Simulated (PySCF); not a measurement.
# Vertical excitation energies

Compound: C4H4OSSi.
Numbering: `[CH:1]#[C:2][C:3](=[C:4]=[S:5])[SiH2:6][OH:7]` (hydrogens: H8 on C1; H9, H10 on Si6; H11 on O7)

Structure used (GFN2-xTB), in Å, numbered top down from 1:
```xyz
11
C4H4OSSi angstrom
C     -1.190   -2.142   -0.134
C     -0.988   -0.957   -0.147
C     -0.640    0.401   -0.129
C     -1.445    1.410   -0.260
S     -2.251    2.738   -0.387
Si     1.240    0.739    0.073
O      1.838   -0.357    1.102
H     -1.432   -3.162   -0.142
H      1.832    0.596   -1.258
H      1.470    2.010    0.734
H      1.573   -1.274    1.091
```

Level of theory: TDDFT CAM-B3LYP/def2-SVPD, vertical, gas phase, core orbitals frozen in the response in PySCF.

| state | E (eV) | ν̃ (cm⁻¹) | f | main configurations (H = HOMO, L = LUMO) |
| --- | --- | --- | --- | --- |
| S1 | 2.53 | 20410 | 0.0003 | H→L (97%) |
| S2 | 4.68 | 37780 | 0.074 | H→L+1 (58%), H-1→L (30%) |
| S3 | 5.49 | 44280 | 0.011 | H→L+3 (40%), H→L+4 (14%), H→L+2 (11%) |
| S4 | 5.55 | 44780 | 0.032 | H-3→L (53%) |
| S5 | 5.59 | 45050 | 0.168 | H-1→L (53%), H→L+1 (15%), H-2→L (13%) |
| S6 | 5.74 | 46270 | 0.0090 | H-1→L+1 (83%) |
| S7 | 6.04 | 48730 | 0.027 | H→L+2 (51%), H→L+3 (34%) |
| S8 | 6.13 | 49480 | 0.022 | H→L+4 (48%), H→L+2 (18%), H→L+3 (11%) |

Triplets, Tamm–Dancoff:

```tsv
state	E (eV)	λ (nm)	main configurations (H = HOMO, L = LUMO)
T1	2.25	551.5	H→L (96%)
T2	3.36	369.4	H→L+1 (94%)
T3	3.81	325.2	H-2→L (42%), H-1→L (33%), H-4→L (15%)
```

The lowest singlet comes at 490 nm (244 kJ/mol) in the visible; it is dark (f under 0.0005); its leading configuration is HOMO→LUMO (97%). The strongest level in the table is S5 at 5.59 eV (222 nm, f = 0.168). Löwdin shares by element: HOMO carbon 50% or more, sulfur 34% (atoms not listed hold the other 16%); LUMO carbon 48% or more, sulfur 40%, silicon 5%. Orbital energies (eV): HOMO-3 -10.49, HOMO-2 -10.40, HOMO-1 -9.47, HOMO -7.74, LUMO -1.31, LUMO+1 -0.03, LUMO+2 0.81. The listed states span 3.60 eV, and the widest gap between neighbours is 2.15 eV (S1 to S2). Of the 8 states listed, 6 reach f = 0.01 and 1 stays under 0.0005. S1 lies in the visible range (380 to 750 nm), at 490 nm, dark in the vertical dipole picture (f under 0.0005); light of that wavelength is green-blue to blue-green, and its complementary colour is orange to red; a Tamm–Dancoff triplet lies at 552 nm, without intensity as long as spin–orbit coupling is left out. Singlets were solved by full linear response, triplets in the Tamm–Dancoff approximation.

The run took 68 s of wall time (with the writing of density and orbital grids) on one thread of an Arm Neoverse N1, shared host, and the process peaked at 0.82 GiB of memory.

One conformer stands for the species.
